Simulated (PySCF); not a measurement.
# C7H11PS: full NMR table

```
Formula        : C7H11PS
SMILES         : C[C@H]1C=C[P@@](C)(=S)C=C1
Carbon signals : 5
Proton signals : 5
```

Structure with atom numbers: `[CH3:1][C@H:2]1[CH:3]=[CH:4][P@@:5]([CH3:6])(=[S:7])[CH:8]=[CH:9]1`. Hydrogens are named by the atom that carries them.

PySCF 2.14 calculation with geometry: PBE0-D3(BJ)/def2-SVP and GIAO CAM-B3LYP/pcSseg-1 shieldings; averaged over atoms made equivalent by symmetry, fast rotation or ring inversion, in vacuum, non-relativistic Hamiltonian, a single conformation.

Shifts are taken against calculated references (same method and geometry level): ¹H (σ = 31.33 ppm), ¹³C (σ = 182.45 ppm) vs TMS; ³¹P (σ = 299.17 ppm) against H3PO4; ³³S (σ = 487.21 ppm) against CS2.

| carbon | δC, type | δH (multiplicity) | HMBC from (2–3 bonds) | span of the C tensor (ppm) |
| --- | --- | --- | --- | --- |
| C1 | 21.4, CH3 | 1.16 (d) | H(C3)/H(C9), H(C2) | 34 |
| C2 | 36.7, CH | 2.58 (m) | H(C3)/H(C9), H(C4)/H(C8), H(C1) | 44 |
| C3/C9 | 154.5, CH | 6.28 (m) | H(C3)/H(C9), H(C4)/H(C8), H(C2), H(C1) | 242 |
| C4/C8 | 135.0, CH | 5.88 (m) | H(C3)/H(C9), H(C4)/H(C8), H(C2), H(C6) | 212 |
| C6 | 29.0, CH3 | 1.48 (m) | H(C4)/H(C8) | 51 |

Other nuclei:
```tsv
atoms	nucleus	environment	δ (ppm)	σ (ppm)
P5	³¹P	phosphorus bonded to 3 C, S, in a 6-membered ring	-17.7	316.9
S7	³³S	sulfur bonded to P	-187	674.7
```

δC 154.5, 135.0: alkene CH; the olefinic region. δC 36.7: allylic sp3 CH; saturated and bonded to C and H only. δC 21.4: methyl carbon; saturated and bonded to C and H only. δH 6.28, 5.88: hydrogen on an alkene CH; a vinylic proton, deshielded by the sp2 carbon and the C=C anisotropy. δH 2.58: hydrogen on an allylic sp3 CH; allylic position.

Splittings by ³¹P in the carbon and heteronuclear signals aren't shown, as no couplings were computed. Shifts are as computed, not scaled to solution data. Of 1313 compounds with measured shifts, 239 miss one by over three times the rms of a fit or turn the order of signals round; such compounds aren't used in these exercises. Experimental scales use liquid or dissolved standards, which lie at an offset from isolated H3PO4. No couplings were computed; multiplicities are counted from neighbouring protons, with m where these are inequivalent, close in shift, in a saturated or five-membered ring or joined by F or P, and br s for small geminal =CH2 splittings.
